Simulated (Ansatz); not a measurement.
Basis-set extrapolation for ClH2O2Si (`O[Si](O)Cl`) radical (PBE0-D4/def2-TZVP geometry, frozen core, the Gaussian-basis code of Ansatz). Multiplicity 2, UHF reference.

```json
{"": "HF", "def2-TZVPP": "-899.539999", "def2-QZVPP": "-899.570037"}
{"": "MP2 correlation", "def2-TZVPP": "-0.762657", "def2-QZVPP": "-0.830969"}
{"": "CCSD(T) correlation", "def2-TZVPP": "-0.816310", "def2-QZVPP": "not run"}
```

Energies in hartree. Use E(X) = E(∞) + A·exp(−7.88·√X) for Hartree–Fock and E(X) = E(∞) + B·X^(−2.97) for correlation, with X = 3 and 4, and add CCSD(T) minus MP2 of the smaller set to the MP2 limit.

Q: What is the CCSD(T) energy at the basis-set limit?

A: HF limit: -899.570037 + (-0.030038) × 0.13774 = -899.57417. MP2 limit: -0.830969 + (-0.068312) × 0.74074 = -0.88157. Higher-order term: -0.816310 − (-0.762657) = -0.05365. Total: -900.50939 hartree, 96.1 kcal/mol below CCSD(T)/def2-TZVPP.
